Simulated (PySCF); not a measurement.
**The halides of cobalt, CoF₂⁺ to CoBr₂⁺**

Level: PBE0 in the def2-TZVP basis family, all electrons, no relativity, computed in PySCF with density fitting; open shells unrestricted.

Each entry is the lowest minimum that a search over a few typed start shapes (and spin states, where more than one is plausible) found, or that minimum re-optimised at the stated level; isomers with ligand–ligand bonds, or fragments after loss of a ligand pair, can lie lower.

| molecule | 2S+1 | point group | mean bond to Co (Å) | lowest ω (cm⁻¹) | polar-tensor charge of Co |
| --- | --- | --- | --- | --- | --- |
| CoF₂⁺ | 5 | D∞h | 1.661 | 63 | 1.93 |
| CoCl₂⁺ | ? | ? | ? | ? | ? |
| CoBr₂⁺ | 5 | D∞h | 2.189 | 52 | 1.10 |

Q: Fill in the row of CoCl₂⁺.

A: 2S+1: 5; point group: D∞h; mean bond to Co (Å): 2.037; lowest ω (cm⁻¹): 53; polar-tensor charge of Co: 1.33.

The bond lengthens at every step; the largest change, 0.376 Å, falls between CoF₂⁺ and CoCl₂⁺ among the members listed.

Left out of the table are members whose search was unfinished or whose lowest solution was spin-contaminated, unstable, very soft or bonded differently.

Open d and f shells are single-determinant solutions and may miss the true ground state.
